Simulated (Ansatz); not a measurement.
Breaking a bond: Al₂, triplet.

Computed with: UKS-CAM-B3LYP = unrestricted CAM-B3LYP/cc-pVTZ run with Ansatz (an electronic-structure program); FCI = full CI/cc-pVTZ, frozen core (Ansatz).

Energies relative to the lowest point of each curve between 2.64 and 3.26 Å, where full CI is lowest, in kJ/mol:

| R / Å | UKS-CAM-B3LYP |
|---|---|
| 2.64 | 1.2 |
| 2.74 | 0.0 |
| 2.88 | 3.8 |
| 3.07 | 15.5 |
| 3.26 | 31.0 |
| 3.51 | 53.6 |
| 3.87 | 83.2 |
| 4.26 | 99.9 |
| 4.77 | 110.4 |
| 6.00 | 118.3 |
| 7.06 | 119.6 |
| 8.29 | 120.0 |

Question: What does FCI give at the same points?

Answer: 2.64: 1.7; 2.74: 0.0; 2.88: 3.6; 3.07: 15.3; 3.26: 30.6; 3.51: 51.7; 3.87: 78.8; 4.26: 100.5; 4.77: 117.4; 6.00: 131.3; 7.06: 133.9; 8.29: 134.8 (kJ/mol).

The scan ran from 1.75 to 8.29 Å; beyond the distances shown full CI changes its symmetry label.
